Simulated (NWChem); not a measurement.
System: BH3O; SMILES BO

```xyz
5

B      0.0082     0.7119     0.0000
H      1.0398     1.3175     0.0000
H     -1.0622     1.2584     0.0000
O      0.0929    -0.6330     0.0000
H     -0.7622    -1.0708     0.0000
```
Atoms are numbered in this order, from 1.

The geometry was optimised at PBE0-D3(BJ)/def2-TZVP.

Symmetry labels are those of Cs in the frame above (b1 and b2, or b-type labels, depend on it).

List the 4 lowest vertical singlet excitations from Hartree-Fock/aug-cc-pVDZ, TDHF (NWChem).


| state | energy (eV) | oscillator strength | symmetry | leading excitation (squared amplitude) |
|---|---|---|---|---|
| S1 | 7.34 | 0.000 | a" | HOMO → LUMO+7 (0.64) |
| S2 | 9.10 | 0.019 | a' | HOMO → LUMO (0.71) |
| S3 | 9.84 | 0.077 | a' | HOMO → LUMO+3 (0.45) |
| S4 | 10.16 | 0.015 | a" | HOMO−1 → LUMO (0.52) |
